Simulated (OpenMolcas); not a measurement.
**S²⁺: effect of the level shift or regulariser**

```json
{
  "Program": "OpenMolcas 26.06",
  "Basis": "ANO-L-VTZP [5s4p2d1f]",
  "Scalar Hamiltonian": "non-relativistic, point nucleus",
  "Active space": "2 electrons in 3 orbitals (3p)",
  "State averaging": "2S+1 = 3 even, 3 roots; 2S+1 = 1 even, 6 roots",
  "Spin-orbit coupling": "state interaction with AMFI integrals over the reference wave functions, term energies averaged over their components"
}
```

Methods on the same reference wave functions:
A. CASSCF
B. SS-CASPT2, IPEA 0.25 Eh, imaginary shift 0.1 Eh (closed shells correlated: 2s 2p 3s)
C. SS-CASPT2, IPEA 0.25 Eh, imaginary shift 0.3 Eh (closed shells correlated: 2s 2p 3s)

Energies in cm-1 above 3s2 3p2 3P0, the measured ground level; measured values from NIST levels in Podobedova, Kelleher and Wiese, J. Phys. Chem. Ref. Data 38, 171 (2009).

```json
{"Level": "3s2 3p2 3P0", "A": "0.0", "B": "0.0", "C": "0.0", "Measured": "0.0"}
{"Level": "3s2 3p2 3P1", "A": "268", "B": "271", "C": "271", "Measured": "299"}
{"Level": "3s2 3p2 3P2", "A": "765", "B": "767", "C": "767", "Measured": "833"}
{"Level": "3s2 3p2 1D2", "A": "14237", "B": "11510", "C": "11510", "Measured": "11323"}
{"Level": "3s2 3p2 1S0", "A": "34617", "B": "27840", "C": "27850", "Measured": "27161"}
```

Deviations, from unrounded energies. A percentage is the sum of absolute deviations over the sum of measured energies, with the sign that they share, or ± where signs differ.

```
                        Against measurement  Levels      A     B     C
             mean absolute deviation (cm-1)       4   2600   240   240
      fine structure of the ground term (%)       2   -8.7  -8.3  -8.3
other terms of the ground configuration (%)       2  +26.9  +2.2  +2.3
```

B, C lie about equally close to measurement and A furthest from it. The largest miss of B in the table is 3s2 3p2 1S0, by +680 cm-1. The ranking rests on the paired levels alone, and a cruder setting can come out closer through cancelling errors.

Between B and C the level of the table that moves most is 3s2 3p2 1S0, by 12 cm-1 (lowest in B, highest in C). Moves below CASPT2's spread within the term are not significant.

The two smallest mean deviations differ by little beside CASPT2's spread within terms, so their order carries little weight.

From A to B the spin-free energies of the other terms of 3s2 3p2 shown, above 3P, scale by a factor of 0.80.

The lowest spin-free term lies below A's lowest term by 0.086 hartree in B, 0.086 hartree in C.

CASPT2 breaks the degeneracy within a term, and the mean is taken; among the terms shown or strongly mixed into the levels shown the widest spread is 190 cm-1 (3s2 3p2 1D, B). With the s shell closed, the reference lacks s² → p² mixing. Computed and measured levels are paired by configuration, term and J; levels that our copy of the source lacks, or whose pairing is in doubt (as where it misses far off the trend of its configuration), stay unpaired and out of the deviations. Only configurations of the active space appear.
